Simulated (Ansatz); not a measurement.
Molecule: sum formula H5BNO2, net charge 1, singlet state. It need not be the lowest isomer of its formula. 
Geometry from a B3LYP-D3(BJ)/def2-TZVP (Ansatz, a first-principles code) optimisation:
```
B
O 1 1.3309
H 2 0.9648 1 120.79
O 1 1.3309 2 136.49 3 -0.11
H 4 0.9650 1 120.68 2 0.11
N 1 1.5692 2 111.64 3 179.81
H 6 1.0224 1 111.56 2 175.81
H 6 1.0238 7 108.47 1 122.81
H 6 1.0241 7 108.10 8 114.78
```
Charge +1, spin multiplicity 1.

Total electronic energies in hartree. Correlated levels leave the core frozen unless marked. Spin-orbit coupling is left out. Non-relativistic unless marked X2C. CBS(X,Y): correlation extrapolated as X^-3; Hartree-Fock from the larger set.

```tsv
level	program	energy (Eh)
HF/6-31G	Ansatz	-231.59009
PBE0/STO-3G	Ansatz	-229.63584
PBE0/6-31G*	Ansatz	-232.67987
PBE0-D4/def2-TZVP	Ansatz + dftd4	-232.79611
BHLYP/def2-TZVPD	Ansatz	-232.93815
r2SCAN0/def2-TZVPD	Ansatz	-232.90208
HSE06-D4/def2-TZVPD	Ansatz + dftd4	-232.78601
HSE06/def2-TZVPD	Ansatz	-232.78325
PBE-QIDH/def2-TZVPD	Ansatz	-232.76231
RI-MP2/cc-pVTZ	Ansatz	-232.57872
CCSD/6-31G*	Ansatz	-232.30049
CCSD/cc-pVQZ	Ansatz	-232.66541
CCSD(T)/STO-3G	Ansatz	-228.90921
X2C-CCSD(T)/cc-pVTZ-DK	Ansatz	-232.76414
CCSD(T)/CBS(cc-pVTZ,cc-pVQZ)	Ansatz	-232.7369
```

Totals of different functionals don't rank their quality; only differences between species are comparable.
